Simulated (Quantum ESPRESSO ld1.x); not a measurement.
Values are calculated unless marked as measured or tabulated.
Is Zr- bound? Neutral atom [Kr] 4d2 5s2, anion [Kr] 4d3 5s2. Non-relativistic spherical Kohn-Sham, ld1.x of Quantum ESPRESSO 7.5; with spin, open shells are filled with parallel spins first. "No" means that the self-consistent cycle ended without a solution in which all occupied levels of the anion are bound.

| method | e(HOMO) neutral (eV) | anion bound | e(HOMO) anion (eV) | EA, Delta-SCF (eV) | <r> HOMO anion (bohr) |
|---|---|---|---|---|---|
| LDA (Slater exchange, Perdew-Zunger correlation), spin-polarised | 5s down -4.125 | no | - | - | - |
| LDA (Slater exchange, Perdew-Zunger correlation) + Latter tail, spin-polarised | 5s down -5.108 | no | - | - | - |
| PBE, spin-unpolarised | 4d -3.963 | no | - | - | - |
| Slater X-alpha with alpha = 1, spin-unpolarised | 5s -5.245 | no | - | - | - |

A bound anion was found by 0 of 4 methods. Tabulated electron affinity: 0.426 eV (CRC Handbook (2014) and Andersen, Phys. Rep. 394, 157 (2004), with later updates, as tabulated in mendeleev). With the Latter tail the total energy is not variational, so no affinity is given for it. Relativity is left out, which matters for an element this heavy.

Beside tabulated values, note that spin-unpolarised runs miss the spin-polarisation part of the exchange energy of open shells.
